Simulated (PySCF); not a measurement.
**Stationary points of TaO2**

These are results of PBE0/[Ta def2-TZVP with ECP60, O def2-TZVP], scalar-relativistic core potentials, density fitting, no spin–orbit coupling, PySCF, not measurements.

Relaxations began from a few typed shapes; open shells are unrestricted. The search is not exhaustive: other isomers or separated fragments can lie lower, and high-lying points may rest on an excited occupation.

| spin | group | bonds | angles | imaginary modes (cm⁻¹) | ΔE (kJ/mol) | ΔE with ZPE (kJ/mol) |
| --- | --- | --- | --- | --- | --- | --- |
| doublet | C2v | Ta–O 1.719 Å (×2) | O–Ta–O 105.5° | none | 0.0 | 0.0 |
| doublet | D∞h | Ta–O 1.804 Å (×2) | O–Ta–O 180.0° | 390i, 327i | 307.2 | – |

The lowest minimum found is the doublet C2v: Ta–O 1.719 Å (×2); O–Ta–O 105.5°.

Formally Ta is in oxidation state +4, d1, with 1 unpaired electron. The Mulliken spin on Ta is 1.20. The polar-tensor charge on Ta, 1.55, is far below the formal one.

For the lowest minimum: open d and f shells are described by one determinant, and the ground state may have another occupation or spin. Spin–orbit coupling, left out here, can matter for elements this heavy.

The electron or spin density has lower symmetry than the nuclear frame for the doublet D∞h at 307.2 kJ/mol.
